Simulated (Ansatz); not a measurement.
C₃H₅B (`CC1=CB1`). Total charge 0; spin multiplicity 1.

```xyz
9

C     1.117   -0.604    0.393
C    -0.085    0.090   -0.105
C    -1.375    0.314    0.220
B    -0.889    0.912   -1.024
H     0.941   -1.144    1.326
H     1.481   -1.306   -0.361
H     1.922    0.120    0.550
H    -2.072    0.062    1.008
H    -1.039    1.556   -2.005
```

Q: What are the harmonic wavenumbers in cm⁻¹ at PBE0-D4/def2-TZVP (Ansatz, finite differences of forces, unscaled)? (An estimate is asked.)

A: The calculation gave: 78, 332, 361, 722, 767, 853, 919, 953, 1020, 1045, 1233, 1279, 1388, 1469, 1472, 1691, 2743, 3047, 3117, 3127, 3220.

Q: Is this a minimum?

A: Yes, all 21 modes are real.

Q: Give the ideal-gas thermochemistry at 298.15 K and 1 bar (rigid rotor, harmonic oscillator; point group Cs, symmetry number 1).

A: Zero-point energy 184.4 kJ/mol; H(298) − E = 199.5 kJ/mol; entropy 287.7 J/(mol·K), of which translation 158.1, rotation 98.1, vibration 31.5; G(298) − E = 113.8 kJ/mol. Modes under 100 cm⁻¹ are hindered rotations or soft bends, so the harmonic entropy is rough.
